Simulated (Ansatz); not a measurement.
`C[C@H]1[SiH2][C@@H]1C#N` + H₂ → `CC1C[SiH2]1` + `C#N` at 500 K and 1 bar (hydrogenolysis of a C–C bond).

Isolated molecules relaxed with PBE0-D4/def2-TZVP in Ansatz; ΔE leaves out vibrations. CCSD(T)/CBS is the MP2 limit (def2-TZVPP, def2-QZVPP) plus CCSD(T) − MP2 in def2-TZVPP, frozen cores. This one scheme is used for every species.

| species | CCSD(T)/CBS energy (Eh) | H − E (kJ/mol) | S (J/(mol·K)) |
| --- | --- | --- | --- |
| `C[C@H]1[SiH2][C@@H]1C#N` | -500.14867 | 306.0 | 418.1 |
| H₂ | -1.17544 | 41.0 | 145.5 |
| `CC1C[SiH2]1` | -408.00872 | 298.4 | 364.8 |
| `C#N` | -93.32098 | 60.1 | 220.8 |

H − E and S are ideal-gas, rigid-rotor, harmonic terms from PBE0-D4/def2-TZVP, for one conformer and one mirror image of each species. The MP2-based limit puts H₂ 0.8 mEh under its directly extrapolated value; such offsets cancel only in part. 1 Eh = 2625.50 kJ/mol, R = 8.31446 J/(mol·K).

Q: By hand: ΔE, ΔH, ΔS and ΔG.

A: ΔE = (-408.00872) + (-93.32098) − (-500.14867) − (-1.17544) = -0.00559 Eh = -14.7 kJ/mol. Δ(H − E) = 298.4 + 60.1 − 306.0 − 41.0 = 11.5, so ΔH = -3.2 kJ/mol. ΔS = 364.8 + 220.8 − 418.1 − 145.5 = 22.0 J/(mol·K). ΔG = -3.2 − 500 × (22.0)/1000 = -14.2 kJ/mol.

Q: By hand: the equilibrium constant, and the temperature at which ΔG would vanish if ΔH and ΔS stayed fixed.

A: log₁₀ K = −ΔG/(RT ln 10) = 1.5. ΔH and −TΔS have one sign here, so there is no such temperature.

TΔS isn't small against ΔH here. A doubt of 5 kJ/mol in ΔE shifts log₁₀ K by 0.5 here. Other conformers and mirror images would add mixing entropy, several J/(mol·K) or more a flexible species. These are equilibria of isolated gas molecules and say nothing of rates. Largest T1 diagnostic: 0.014 (customary marks: 0.02 for closed shells, 0.045 for open ones).
